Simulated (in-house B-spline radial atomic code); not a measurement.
The outermost shell (largest non-relativistic mean radius) with and without relativity; Dirac values are averaged over j. Computed with an all-electron radial atomic-structure program (B-spline basis): non-relativistic Hartree-Fock and Dirac-Hartree-Fock, averages of the configuration (point nuclei without relativity, finite nuclei with it).

```json
{"ion": "Nb4+", "configuration": "[Kr] 4d1", "outermost shell": "4d", "radius non-relativistic (bohr)": "1.6013", "radius Dirac (bohr)": "1.6147", "radius change (%)": "0.84057", "level non-relativistic (eV)": "-50.367", "level Dirac (eV)": "-49.782", "spin-orbit splitting (eV)": "0.22621"}
{"ion": "Mo4+", "configuration": "[Kr] 4d2", "outermost shell": "?", "radius non-relativistic (bohr)": "?", "radius Dirac (bohr)": "?", "radius change (%)": "?", "level non-relativistic (eV)": "?", "level Dirac (eV)": "?", "spin-orbit splitting (eV)": "?"}
{"ion": "Tc4+", "configuration": "[Kr] 4d3", "outermost shell": "4d", "radius non-relativistic (bohr)": "1.4299", "radius Dirac (bohr)": "1.4407", "radius change (%)": "0.75659", "level non-relativistic (eV)": "-56.700", "level Dirac (eV)": "-56.05", "spin-orbit splitting (eV)": "0.35627"}
{"ion": "Ru4+", "configuration": "[Kr] 4d4", "outermost shell": "?", "radius non-relativistic (bohr)": "?", "radius Dirac (bohr)": "?", "radius change (%)": "?", "level non-relativistic (eV)": "?", "level Dirac (eV)": "?", "spin-orbit splitting (eV)": "?"}
{"ion": "Rh4+", "configuration": "[Kr] 4d5", "outermost shell": "4d", "radius non-relativistic (bohr)": "1.2962", "radius Dirac (bohr)": "1.3052", "radius change (%)": "0.69613", "level non-relativistic (eV)": "-62.916", "level Dirac (eV)": "-62.191", "spin-orbit splitting (eV)": "0.52466"}
{"ion": "Pd4+", "configuration": "[Kr] 4d6", "outermost shell": "4d", "radius non-relativistic (bohr)": "1.2395", "radius Dirac (bohr)": "1.2478", "radius change (%)": "0.67124", "level non-relativistic (eV)": "-66.000", "level Dirac (eV)": "-65.234", "spin-orbit splitting (eV)": "0.6252"}
{"ion": "Ag4+", "configuration": "[Kr] 4d7", "outermost shell": "4d", "radius non-relativistic (bohr)": "1.1881", "radius Dirac (bohr)": "1.1958", "radius change (%)": "0.64884", "level non-relativistic (eV)": "-69.074", "level Dirac (eV)": "-68.264", "spin-orbit splitting (eV)": "0.73777"}
{"ion": "Cd4+", "configuration": "[Kr] 4d8", "outermost shell": "4d", "radius non-relativistic (bohr)": "1.1412", "radius Dirac (bohr)": "1.1484", "radius change (%)": "0.62837", "level non-relativistic (eV)": "-72.143", "level Dirac (eV)": "-71.288", "spin-orbit splitting (eV)": "0.86323"}
{"ion": "In4+", "configuration": "[Kr] 4d9", "outermost shell": "?", "radius non-relativistic (bohr)": "?", "radius Dirac (bohr)": "?", "radius change (%)": "?", "level non-relativistic (eV)": "?", "level Dirac (eV)": "?", "spin-orbit splitting (eV)": "?"}
{"ion": "Sn4+", "configuration": "[Kr] 4d10", "outermost shell": "4d", "radius non-relativistic (bohr)": "1.0591", "radius Dirac (bohr)": "1.0653", "radius change (%)": "0.59191", "level non-relativistic (eV)": "-78.275", "level Dirac (eV)": "-77.321", "spin-orbit splitting (eV)": "1.1566"}
{"ion": "Sb4+", "configuration": "[Kr] 4d10 5s1", "outermost shell": "5s", "radius non-relativistic (bohr)": "2.0635", "radius Dirac (bohr)": "1.9941", "radius change (%)": "-3.3615", "level non-relativistic (eV)": "-51.690", "level Dirac (eV)": "-53.587", "spin-orbit splitting (eV)": "-"}
{"ion": "Te4+", "configuration": "[Kr] 4d10 5s2", "outermost shell": "5s", "radius non-relativistic (bohr)": "1.9735", "radius Dirac (bohr)": "1.907", "radius change (%)": "-3.3698", "level non-relativistic (eV)": "-54.490", "level Dirac (eV)": "-56.493", "spin-orbit splitting (eV)": "-"}
{"ion": "I4+", "configuration": "[Kr] 4d10 5s2 5p1", "outermost shell": "5p", "radius non-relativistic (bohr)": "2.082", "radius Dirac (bohr)": "2.0573", "radius change (%)": "-1.1857", "level non-relativistic (eV)": "-49.341", "level Dirac (eV)": "-49.744", "spin-orbit splitting (eV)": "1.527"}
{"ion": "Xe4+", "configuration": "[Kr] 4d10 5s2 5p2", "outermost shell": "5p", "radius non-relativistic (bohr)": "1.9823", "radius Dirac (bohr)": "1.9583", "radius change (%)": "-1.2102", "level non-relativistic (eV)": "-52.527", "level Dirac (eV)": "-52.969", "spin-orbit splitting (eV)": "1.8288"}
```

Task: Fill in the row of Mo4+.

Result: outermost shell: 4d; radius non-relativistic (bohr): 1.5098; radius Dirac (bohr): 1.5218; radius change (%): 0.79464; level non-relativistic (eV): -53.553; level Dirac (eV): -52.937; spin-orbit splitting (eV): 0.28683.

Task: Fill in the row of Ru4+.

Result: outermost shell: 4d; radius non-relativistic (bohr): 1.3593; radius Dirac (bohr): 1.3691; radius change (%): 0.72424; level non-relativistic (eV): -59.818; level Dirac (eV): -59.132; spin-orbit splitting (eV): 0.43529.

Task: Fill in the row of In4+.

Result: outermost shell: 4d; radius non-relativistic (bohr): 1.0983; radius Dirac (bohr): 1.105; radius change (%): 0.60944; level non-relativistic (eV): -75.210; level Dirac (eV): -74.306; spin-orbit splitting (eV): 1.0025.

Task: Which member changes most?

Result: Tellurium (Te4+): its 5s shell contracts by 3.4 %.
